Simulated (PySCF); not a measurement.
## [C6H9FO]+: g tensor and hyperfine couplings

Species: C₆H₉FO (charge +1 and doublet state).
Structure used (GFN2-xTB), in Å, numbered top down from 1:
```
atom  x, y, z in Å
F1    -2.9921    0.4970   -0.2654
C2    -1.8360    1.1043   -0.3270
C3    -0.7150    0.5454    0.2082
C4    -0.7086   -0.8086    0.7990
C5     0.3894   -1.6620    0.0578
O6     1.5923   -0.9897    0.0527
C7     1.5988    0.2308   -0.5882
C8     0.5950    1.2190    0.1191
H9    -1.8864    2.0879   -0.7794
H10   -0.3968   -0.7758    1.8461
H11   -1.6738   -1.3075    0.7227
H12    0.0150   -1.8522   -0.9583
H13    0.5429   -2.6058    0.5842
H14    2.6145    0.6261   -0.5261
H15    1.2877    0.1503   -1.6393
H16    0.5552    2.1574   -0.4301
H17    1.0108    1.3952    1.1142
```

The hyperfine couplings belong to this conformer and change with its torsions.

Identity: `F[CH+][C]1CCOCC1` [radical] (charge +1).

Level of theory: PySCF, UKS B3LYP, pcH-1 on C F H O, non-relativistic, mean-field spin-orbit, GIAO. One conformer (not necessarily the lowest) at the GFN2-xTB geometry, without solvent, vibrations or thermal averaging. The geometry wasn't refined by DFT: couplings that depend on bond lengths, twists or pyramidal angles can differ widely from those at the functional's own minimum, by a factor of two or more for some ions and for spin on atoms past the first row. Stability of the SCF solution: not tested.

```json
{"g1, g2, g3": "2.00232, 2.00663, 2.00721", "g_iso": "2.00538", "Form of g": "close to axial: the two nearest values differ by 12 % of g3 − g1", "⟨S²⟩": "0.7555 (exact 0.7500)", "Total energy": "-408.80371 Eh", "Basis functions": "290"}
```

Hyperfine couplings atom by atom, in 10⁻⁴ cm⁻¹; T1 to T3 are the principal values of the dipolar part (1 × 10⁻⁴ cm⁻¹ = 2.998 MHz):

```json
{"atom": "F1", "isotope": "19F", "a_iso": "29.7", "T1": "-65.7", "T2": "-62.2", "T3": "127.9", "Mulliken spin population": "0.07"}
{"atom": "C2", "isotope": "13C", "a_iso": "9.1", "T1": "-11.6", "T2": "-11.0", "T3": "22.6", "Mulliken spin population": "0.36"}
{"atom": "C3", "isotope": "13C", "a_iso": "-1.8", "T1": "-4.9", "T2": "-3.8", "T3": "8.7", "Mulliken spin population": "0.15"}
{"atom": "C4", "isotope": "13C", "a_iso": "1.5", "T1": "-2.7", "T2": "-2.4", "T3": "5.2", "Mulliken spin population": "0.04"}
{"atom": "C5", "isotope": "13C", "a_iso": "-2.2", "T1": "-2.6", "T2": "-2.0", "T3": "4.6", "Mulliken spin population": "0.03"}
{"atom": "O6", "isotope": "17O", "a_iso": "-9.1", "T1": "-23.7", "T2": "11.7", "T3": "11.9", "Mulliken spin population": "0.21"}
{"atom": "C7", "isotope": "13C", "a_iso": "-1.9", "T1": "-2.6", "T2": "-2.1", "T3": "4.7", "Mulliken spin population": "0.03"}
{"atom": "C8", "isotope": "13C", "a_iso": "1.2", "T1": "-2.8", "T2": "-2.5", "T3": "5.3", "Mulliken spin population": "0.04"}
{"atom": "H9", "isotope": "1H", "a_iso": "-9.7", "T1": "-5.0", "T2": "-1.2", "T3": "6.2", "Mulliken spin population": "-0.02"}
{"atom": "H10", "isotope": "1H", "a_iso": "13.4", "T1": "-1.4", "T2": "-0.4", "T3": "1.8", "Mulliken spin population": "0.02"}
{"atom": "H11", "isotope": "1H", "a_iso": "-0.1", "T1": "-1.2", "T2": "-0.1", "T3": "1.3", "Mulliken spin population": "0.00"}
{"atom": "H12", "isotope": "1H", "a_iso": "11.9", "T1": "-1.2", "T2": "0.0", "T3": "1.2", "Mulliken spin population": "0.02"}
{"atom": "H13", "isotope": "1H", "a_iso": "3.3", "T1": "-1.2", "T2": "-0.7", "T3": "1.9", "Mulliken spin population": "0.00"}
{"atom": "H14", "isotope": "1H", "a_iso": "4.0", "T1": "-1.2", "T2": "-0.7", "T3": "1.9", "Mulliken spin population": "0.00"}
{"atom": "H15", "isotope": "1H", "a_iso": "11.2", "T1": "-1.2", "T2": "0.1", "T3": "1.2", "Mulliken spin population": "0.02"}
{"atom": "H16", "isotope": "1H", "a_iso": "-0.3", "T1": "-1.2", "T2": "-0.2", "T3": "1.4", "Mulliken spin population": "0.00"}
{"atom": "H17", "isotope": "1H", "a_iso": "14.6", "T1": "-1.4", "T2": "-0.5", "T3": "1.8", "Mulliken spin population": "0.02"}
```

Largest spin populations (Mulliken): C2 (+0.36), O6 (+0.21), C3 (+0.15) and F1 (+0.07).

C3, the radical centre as drawn in `F[CH+][C]1CCOCC1`, holds a spin population of +0.15 out of 1.

Axes: g2 points within 15° of the C2–C3 bond.

Under fast tumbling the dipolar parts average out, and these isotropic splittings remain: 1 × 19F (F1, I = 1/2, 2 lines) with 3.17 mT, 1 × 1H (H9, I = 1/2, 2 lines) with 1.04 mT, 2 × 1H (H12/H13, I = 1/2, 3 lines) with 0.81 mT, 2 × 1H (H14/H15, I = 1/2, 3 lines) with 0.81 mT, 2 × 1H (H16/H17, I = 1/2, 3 lines) with 0.77 mT and 2 × 1H (H10/H11, I = 1/2, 3 lines) with 0.71 mT.

Means are taken over nuclei equivalent by connectivity, which assumes that they swap fast. C4 and C8, with what hangs on them, aren't averaged: C3 is flat or nearly so (angle sum 360°), and its turn about the short C3–C2 bond (1.36 Å) is taken as slow. The 1H value of +21.5 MHz is a mean of couplings from -0.8 to 43.8 MHz in this one geometry, not an average over conformers. The 1H value of +20.0 MHz is a mean of couplings from -0.4 to 40.3 MHz in this one geometry, not an average over conformers.

The 13C coupling of C2 (27.2 MHz) shows only in satellite lines or after enrichment, since that isotope makes up about 1.07 % of natural carbon.

The 17O coupling of O6 (-27.3 MHz) shows only in satellite lines or after enrichment, since that isotope makes up about 0.038 % of natural oxygen.

β density exceeds α density at some nuclei, such as H9 (-0.0065), C5 (-0.0058) and C7 (-0.0050), spin density in bohr⁻³. In a single determinant that takes different orbitals for the two spins, that is spin polarisation.

Time: 95 s (grids of density and orbitals included); peak memory 1.1 GiB. Hardware: an Arm Neoverse V1 with one thread, no GPU, on a shared host.
